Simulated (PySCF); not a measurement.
These 4 structures share the formula C9H17N. Level of theory: PBE0-D3(BJ)/def2-SVP geometry optimisation, gas phase in PySCF. One conformer each; no zero-point energy, no entropy. No frequencies were run at this level. Point groups hold within 0.08 Å.

Question: Order them by energy at this level, lowest first, and give relative energies in kcal/mol.
A. `[NH2:1][CH2:2][C@@H:3]1[CH2:4][C@H:5]2[CH2:6][CH2:7][C@@H:8]([CH2:9]1)[CH2:10]2` with H–N1–C2–C3 67° and -175°, N1–C2–C3–C4 -175°
B. `[CH2:1]=[CH:2][CH2:3][CH2:4][N:5]([CH3:6])[CH:7]1[CH2:8][CH2:9][CH2:10]1` with C1–C2–C3–C4 -117°, C2–C3–C4–N5 -171°, C3–C4–N5–C6 -68°, C4–N5–C7–C8 -64°, N5–C7–C8–C9 -140°, C7–C8–C9–C10 19°, C8–C9–C10–C7 -19°, N5–C7–C10–C9 140°
C. `[NH2:1][CH2:2][CH:3]1[CH2:4][C:5]2([CH2:6][CH2:7][CH2:8][CH2:9]2)[CH2:10]1` with H–N1–C2–C3 58° and -58°, N1–C2–C3–C4 -68°, C2–C3–C4–C5 -121°, C3–C4–C5–C6 123°, C4–C5–C6–C7 86°, C5–C6–C7–C8 19°
D. `[CH2:1]=[C:2]([CH3:3])[C@H:4]1[CH2:5][CH2:6][CH2:7][CH2:8][NH:9][CH2:10]1` with C1–C2–C4–C5 -24°, C2–C4–C5–C6 -152°, C4–C5–C6–C7 -71°, C5–C6–C7–C8 50°, C6–C7–C8–N9 -66°

Answer: A (0.0), C (22.1), D (27.1), B (53.1).

As drawn, the lowest has an N–H bond, which the highest lacks; the highest has a four-membered ring and a C=C bond outside aromatic rings, which the lowest lacks.

| SMILES | E (Eh) | E rel (kcal/mol) | dipole (D) | point group | A, B, C (MHz) |
| --- | --- | --- | --- | --- | --- |
| NC[C@@H]1C[C@H]2CC[C@@H](C1)C2 | -407.20411 | 0.0 | 1.27 | C1 | 2453, 948.4, 873.8 |
| NCC1CC2(CCCC2)C1 | -407.16893 | 22.1 | 1.39 | C1 | 2969, 716.5, 697.0 |
| C=C(C)[C@H]1CCCCNC1 | -407.16098 | 27.1 | 0.67 | C1 | 2328, 858.0, 729.6 |
| C=CCCN(C)C1CCC1 | -407.11952 | 53.1 | 0.45 | C1 | 3135, 572.9, 506.7 |
